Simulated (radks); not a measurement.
Question: These are the eigenvalues of the occupied orbitals of an atom or ion with whole-number occupations (eV). All-electron calculation, scalar-relativistic Kohn-Sham, exchange-only LDA, spin-polarised, spherical densities, point nucleus. Program: a radial shooting solver on a logarithmic mesh with Libxc functionals.

1s: -84637.72
2s: -19664.97
2p: -17883.08

Which element is it, and in what charge state? The configuration may be excited. Open shells, if any, are filled with parallel spins first.

Answer: Z = 78, platinum, charge +68: Pt68+ in [Ne]. The list shows which subshells hold electrons but not how many an open one holds; the 1s level, -3110.4 hartree, gives Z - s = 78.9 by -(Z - s)^2/2, which with screening and relativity narrows Z to a few neighbours, and the depths of the outer levels then fix element, charge and occupations together.
